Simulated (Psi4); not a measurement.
CH3S (SMILES [CH2]S), doublet, geometry from GFN2-xTB; BLYP/6-311G** (Psi4).

Psi4 was given this input:
```
memory 2 GB

molecule mol {
0 2
C     0.081337    1.122037   -0.125507
S    -0.072916   -0.562038    0.133098
H     0.801812   -0.957823   -0.794812
H    -0.532767    1.739243    0.497872
H     0.409589    1.478970   -1.079581
}

set {
  basis 6-311g**
  reference uks
}

energy('blyp')
print_variables()
```

Write the output that Psi4 gives for this input, abridged.


```
   => Loading Basis Set <=

    Name: 6-311G**
    Role: ORBITAL
    Keyword: BASIS

         ---------------------------------------------------------
                                   SCF
               by Justin Turney, Rob Parrish, Andy Simmonett
                          and Daniel G. A. Smith
                              UKS Reference
         ---------------------------------------------------------

  ==> Geometry <==

    Molecular point group: c1
    Full point group: C1

    Geometry (in Angstrom), charge = 0, multiplicity = 2:

       Center              X                  Y                   Z               Mass
    ------------   -----------------  -----------------  -----------------  -----------------
         C            0.095621060131     1.169424412017    -0.154489372077    12.000000000000
         S           -0.058631939869    -0.514650587983     0.104115627923    31.972071174400
         H            0.816096060131    -0.910435587983    -0.823794372077     1.007825032230
         H           -0.518482939869     1.786630412017     0.468889627923     1.007825032230
         H            0.423873060131     1.526357412017    -1.108563372077     1.007825032230

  Running in c1 symmetry.

  Rotational constants: A =      4.81843  B =      0.52677  C =      0.47758 [cm^-1]
  Rotational constants: A = 144452.93968  B =  15792.30093  C =  14317.38363 [MHz]
  Nuclear repulsion =   51.067243488686351

  Charge       = 0
  Multiplicity = 2
  Electrons    = 25
  Nalpha       = 13
  Nbeta        = 12

  ==> Algorithm <==

  SCF Algorithm Type is DF.
  DIIS enabled.
  MOM disabled.
  Fractional occupation disabled.
  Guess Type is SAD.
  Energy threshold   = 1.00e-06
  Density threshold  = 1.00e-06
  Integral threshold = 1.00e-12

  ==> Primary Basis <==

  Basis Set: 6-311G**
    Blend: 6-311G**
    Number of shells: 32
    Number of basis functions: 62
    Number of Cartesian functions: 64
    Spherical Harmonics?: true
    Max angular momentum: 2

  ==> DFT Potential <==

   => LibXC <=

    Version 7.1.2
    S. Lehtola, C. Steigemann, M. J. T. Oliveira, and M. A. L. Marques,  SoftwareX 7, 1–5 (2018) (10.1016/j.softx.2017.11.002)

   => Composite Functional: BLYP <=

    BLYP GGA Exchange-Correlation Functional

    P.J. Stephens et. al., J. Phys. Chem., 98, 11623-11627, 1994
    B. Miehlich et. al., Chem. Phys. Lett., 157(3), 200-206 1989

    Deriv               =              1
    GGA                 =           TRUE
    Meta                =          FALSE

    Exchange Hybrid     =          FALSE
    MP2 Hybrid          =          FALSE

   => Exchange Functionals <=

    1.0000     XC_GGA_X_B88

   => Correlation Functionals <=

    1.0000     XC_GGA_C_LYP

   => LibXC Density Thresholds  <==

    XC_GGA_C_LYP:  1.00E-14
    XC_GGA_X_B88:  1.00E-15

   => Molecular Quadrature <=

    Radial Scheme          =       TREUTLER
    Pruning Scheme         =           NONE
    Nuclear Scheme         =       TREUTLER

    Blocking Scheme        =         OCTREE
    BS radius alpha        =              1
    Pruning alpha          =              1
    Radial Points          =             75
    Spherical Points       =            302
    Total Points           =         109062
    Total Blocks           =            853
    Max Points             =            256
    Max Functions          =             62
    Weights Tolerance      =       1.00E-15

   => Loading Basis Set <=

    Name: (6-311G** AUX)
    Role: JKFIT
    Keyword: DF_BASIS_SCF

  ==> Integral Setup <==

  SCF_SUBTYPE=INCORE selected. In-core MEM_DF algorithm will be used.
  Using in-core AOs.

  ==> MemDFJK: Density-Fitted J/K Matrices <==

    J tasked:                   Yes
    K tasked:                    No
    wK tasked:                   No
    Algorithm:                 Core
    Schwarz Cutoff:           1E-12
    Mask sparsity (%):       0.0000
    Fitting Condition:        1E-10

   => Auxiliary Basis Set <=

  Basis Set: (6-311G** AUX)
    Blend: CC-PVTZ-JKFIT
    Number of shells: 92
    Number of basis functions: 290
    Number of Cartesian functions: 346
    Spherical Harmonics?: true
    Max angular momentum: 4

  Minimum eigenvalue in the overlap matrix is 1.3078252606E-02.
  Reciprocal condition number of the overlap matrix is 2.5251446889E-03.
    Using symmetric orthogonalization.

  ==> Pre-Iterations <==

  SCF Guess: Superposition of Atomic Densities via on-the-fly atomic UHF (no occupation information).

   -------------------------
    Irrep   Nso     Nmo
   -------------------------
     A         62      62
   -------------------------
    Total      62      62
   -------------------------

  ==> Iterations <==

                           Total Energy        Delta E     RMS |[F,P]|

   @DF-UKS iter SAD:  -437.75561506993580   -4.37756e+02   0.00000e+00
   @DF-UKS iter   1:  -437.65324142121881    1.02374e-01   1.44276e-02 DIIS/ADIIS
   @DF-UKS iter   2:  -436.49178222741966    1.16146e+00   2.12066e-02 DIIS/ADIIS
   @DF-UKS iter   3:  -437.97139633043992   -1.47961e+00   4.96640e-03 DIIS/ADIIS
   @DF-UKS iter   4:  -438.02227941393107   -5.08831e-02   2.26228e-03 DIIS/ADIIS
   @DF-UKS iter   5:  -438.03116014841112   -8.88073e-03   6.71369e-04 DIIS/ADIIS
   @DF-UKS iter   6:  -438.03213838521816   -9.78237e-04   1.78275e-04 DIIS/ADIIS
   @DF-UKS iter   7:  -438.03221145742867   -7.30722e-05   5.42886e-05 DIIS
   @DF-UKS iter   8:  -438.03221910837721   -7.65095e-06   1.42717e-05 DIIS
   @DF-UKS iter   9:  -438.03221962847294   -5.20096e-07   3.24623e-06 DIIS
   @DF-UKS iter  10:  -438.03221966117405   -3.27011e-08   5.39399e-07 DIIS
  Energy and wave function converged.

  ==> Post-Iterations <==

   Electrons on quadrature grid:
      Nalpha   =   13.0000039185 ; deviation = 3.919e-06
      Nbeta    =   12.0000045327 ; deviation = 4.533e-06
      Ntotal   =   25.0000084513 ; deviation = 8.451e-06

   @Spin Contamination Metric:   2.624867294E-03
   @S^2 Expected:                7.500000000E-01
   @S^2 Observed:                7.526248673E-01
   @S   Expected:                5.000000000E-01
   @S   Observed:                5.000000000E-01

    Orbital Energies [Eh]
    ---------------------

    Alpha Occupied:

[...]
      13A     -0.141117

    Alpha Virtual:

[...]
      62A    188.086844

    Beta Occupied:

[...]
    Beta Virtual:

[...]
    Final Occupation by Irrep:
              A
    DOCC [    12 ]
    SOCC [     1 ]
    NA   [    13 ]
    NB   [    12 ]

  @DF-UKS Final Energy:  -438.03221966117405

   => Energetics <=

    Nuclear Repulsion Energy =             51.0672434886863513
    One-Electron Energy =                -704.0703343038655930
    Two-Electron Energy =                 247.1709534936277350
    DFT Exchange-Correlation Energy =     -32.2000823396225471
    Empirical Dispersion Energy =           0.0000000000000000
    VV10 Nonlocal Energy =                  0.0000000000000000
    Total Energy =                       -438.0322196611740537

  UHF NO Occupations:
  HONO-2 :   11  A 1.9996243
  HONO-1 :   12  A 1.9993885
  HONO-0 :   13  A 1.0000000
  LUNO+0 :   14  A 0.0006115
  LUNO+1 :   15  A 0.0003757
  LUNO+2 :   16  A 0.0001468
  LUNO+3 :   17  A 0.0001304

Computation Completed

Properties will be evaluated at   0.000000,   0.000000,   0.000000 [a0]

Properties computed using the SCF density matrix

 Multipole Moments:

 ------------------------------------------------------------------------------------
     Multipole            Electronic (a.u.)      Nuclear  (a.u.)        Total (a.u.)
 ------------------------------------------------------------------------------------

 L = 1.  Multiply by 2.5417464519 to convert [e a0] to [Debye]
 Dipole X            :         -0.5578724            0.6748240            0.1169516
 Dipole Y            :         -2.2226542            2.2387383            0.0160841
 Dipole Z            :          1.0087330           -1.3692092           -0.3604762
 Magnitude           :                                                    0.3793144

 ------------------------------------------------------------------------------------

  Variable Map:
  ----------------------------------------------------------------------------
[...]
  Array Variable Map:
  ----------------------------------------------------------------------------
[...]
[...]
```
